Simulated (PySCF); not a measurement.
# Frontier orbitals and the lowest excitations

Sn(SnH3)4.
Z-matrix (Å and degrees, PBE0-D3(BJ)/def2-SVP geometry), rows numbered from 1:
```
Sn
Sn  1  2.7888
Sn  1  2.7913  2  109.76
Sn  1  2.7912  2  109.22  3  -120.17
Sn  1  2.7909  2  109.00  3   119.57
H   2  1.7160  1  110.82  3    14.29
H   2  1.7166  1  110.17  3   134.26
H   2  1.7160  1  110.38  3  -105.97
H   3  1.7161  1  110.70  2    -4.96
H   3  1.7162  1  110.47  2   115.20
H   3  1.7165  1  110.44  2  -124.88
H   4  1.7157  1  110.59  2   116.46
H   4  1.7161  1  110.00  2    -3.25
H   4  1.7148  1  110.54  2  -123.21
H   5  1.7161  1  110.57  2   127.61
H   5  1.7161  1  110.35  2     7.65
H   5  1.7158  1  110.54  2  -112.34
```

Computed with PySCF 2.14.0, density-fitted response routines, TDDFT PBE0/def2-SVPD, vertical, gas phase, core orbitals frozen in the response, def2 core potentials past Kr. Spin–orbit coupling is left out.

Kohn–Sham orbitals with the atoms that hold most of them (Löwdin shares over 4%, at most four atoms; ? is withheld):

```
orbital  ε (eV)                               atoms
 LUMO+2   -1.10  Sn1 26%, Sn5 13%, Sn4 13%, Sn2 12%
 LUMO+1   -1.11  Sn1 26%, Sn3 13%, Sn5 12%, Sn2 12%
   LUMO       ?                                   ?
   HOMO   -7.31   Sn1 31%, Sn2 16%, Sn5 16%, Sn4 7%
 HOMO-1   -7.32   Sn1 31%, Sn3 25%, Sn2 16%, H11 4%
 HOMO-2   -7.32   Sn1 31%, Sn4 25%, Sn5 16%, H12 4%
 HOMO-3   -9.03  Sn4 16%, Sn3 13%, Sn2 11%, H11 10%
```

Q: Give the leading atoms of the LUMO.

A: Sn1 (bonded to 4 Sn) 17%; Sn4 (bonded to Sn and 3 H) 12%; Sn5 (bonded to Sn and 3 H) 11%; Sn3 (bonded to Sn and 3 H) 11%.

Q: What is the LUMO energy, and the HOMO–LUMO gap?

A: ε(LUMO) = -1.39 eV; the gap is 5.92 eV (0.2177 hartree).

Q: How does S1 compare with the orbital gap of 5.92 eV?

A: S1 is at 5.10 eV (f = 0.115), 0.83 eV below the gap, made of HOMO-2/HOMO-1/HOMO→LUMO (≥79%). S1/S2 lie within about 0.01 eV of each other. 

Next come S2 at 5.10 eV (f 0.109), HOMO-2/HOMO-1/HOMO→LUMO (≥71%); S3 at 5.11 eV (f 0.012), HOMO-2/HOMO-1/HOMO→LUMO+1/LUMO+2 (≥76%); S4 at 5.12 eV (f 0.092), HOMO-2/HOMO-1/HOMO→LUMO (≥54%), HOMO-2/HOMO-1/HOMO→LUMO+3 (≥17%), HOMO-2/HOMO-1/HOMO→LUMO+1/LUMO+2 (≥12%); S5 at 5.12 eV (f 0.022), HOMO-2/HOMO-1/HOMO→LUMO+1/LUMO+2 (≥52%), HOMO-2/HOMO-1/HOMO→LUMO+3 (≥22%), HOMO-2/HOMO-1/HOMO→LUMO (≥14%).

Orbitals of the list HOMO-3 to LUMO+2 that lie within 0.01 eV of each other are written together with a slash and their weights summed (≥ marks a lower bound); for degenerate orbitals outside that list single weights are arbitrary.
